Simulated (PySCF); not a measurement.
**NMR problem set**

PySCF 2.14.0 with density-fitted response routines calculation with geometry: GFN2-xTB, σ from GIAO-PBE0/pcSseg-1 and J couplings at B3LYP/pcJ-1; one computed conformer, isolated molecule, non-relativistic, rapidly exchanging positions averaged.

Scale: ¹H (31.72 ppm) and ¹³C (186.93 ppm) vs TMS (reference shieldings calculated alike). Multiplet labels drop J under 1 Hz and among equivalent protons, and merge close values. Unscaled 3J(H,H) run several per cent high. Splittings of carbon signals by F and P are missing where no couplings were computed. Where no couplings were computed, multiplicities follow the n + 1 count of equivalent neighbours, and m marks all less simple cases (inequivalent or close neighbours, rings, F or P nearby). Acid and N–H amide carbonyl carbons lie up to 10 ppm further downfield in solution (hydrogen bonding). Shifts are as computed. Against solution values, carbons near 30 ppm lie about +3 ppm off and those near 130 ppm about +5 ppm. Of 1211 compounds with measured shifts, 218 miss one by over three times the rms of a fit or turn the order of signals round; such compounds aren't used in these exercises. OH and NH positions are gas-phase values without hydrogen bonding to other molecules.

Question: C2H5N. ¹H NMR (300 MHz, computed): δ 1.52 (s, 4H), -0.49 (br s, 1H). ¹³C{¹H} NMR (computed): δ 17.9 (CH2). What is it?

Answer: Ethyleneimine (SMILES C1CN1). Rings plus π bonds: 1 (1 ring in the answer). 1 carbon signal for 2 carbons: some carbons are equivalent by symmetry or fast rotation. Carbon types of the structure: 2 × CH2, leaving 1 H on heteroatoms. δC 17.9: aziridine ring carbon. δH 1.52: hydrogen on an aziridine ring carbon. δH -0.49: hydrogen on an amine nitrogen; exchangeable; this is the value without hydrogen bonding to other molecules.

Question: C5H5FN2. ¹H NMR (600 MHz, computed): δ 7.12 (m, 1H), 6.79 (m, 1H), 6.37 (m, 1H), 5.99 (m, 1H), 5.15 (m, 1H). ¹³C{¹H} NMR (computed): δ 174.8 (C), 137.1 (CH), 134.0 (CH), 108.1 (CH2), 98.6 (CH). Identify the compound.

Answer: `InChI=1S/C5H5FN2/c1-2-8-4-3-5(6)7-8/h2-4H,1H2`. Rings plus π bonds: 4 (1 ring in the answer). 5 carbon signals for 5 carbons: no two carbons are equivalent. Carbon types of the structure: 1 × C, 3 × CH, 1 × CH2, which accounts for all hydrogens. δC 174.8: aromatic carbon bearing fluorine; an ipso carbon deshielded by its heteroatom. δC 137.1: alkene CH; an sp2 carbon of a C=C bond. δC 134.0: aromatic CH next to a ring nitrogen. δC 108.1: terminal =CH2 carbon; an sp2 carbon of a C=C bond.

The shifts were computed for this structure.

Question: C6H11NOSi. ¹H NMR (400 MHz, computed): δ 7.40 (m, 1H), 5.86 (br, 1H), 4.98 (m, 1H), 4.72 (m, 1H), 4.40 (m, 1H), 4.36 (m, 1H), 3.54 (m, 1H), 2.46 (m, 1H), 2.24 (m, 1H), 1.55 (m, 1H), 1.46 (m, 1H). ¹³C{¹H} NMR (computed): δ 173.0 (C), 137.5 (CH), 92.7 (CH2), 34.1 (CH), 21.8 (CH2), 6.8 (CH2). Identify the compound.

Answer: `C=CNC(=O)[C@H]1CC[SiH2]1`. Rings plus π bonds: 3 (1 ring in the answer). 6 carbon signals for 6 carbons: no two carbons are equivalent. Carbon types of the structure: 1 × C, 2 × CH, 3 × CH2, leaving 3 H on heteroatoms. δC 173.0: amide carbonyl carbon; lone-pair donation from the attached heteroatom keeps it upfield of a ketone carbonyl. δC 137.5: alkene carbon bearing nitrogen; an sp2 carbon further deshielded by the attached heteroatom. δC 92.7: β carbon of an enol-ether or enamine type C=C; the O or N lone pair pushes π density onto this β carbon and shields it. δH 2.46: hydrogen on an sp3 CH bonded to Si, α to a carbonyl; α to C=O.

The data come from this structure; uniqueness wasn't tested.
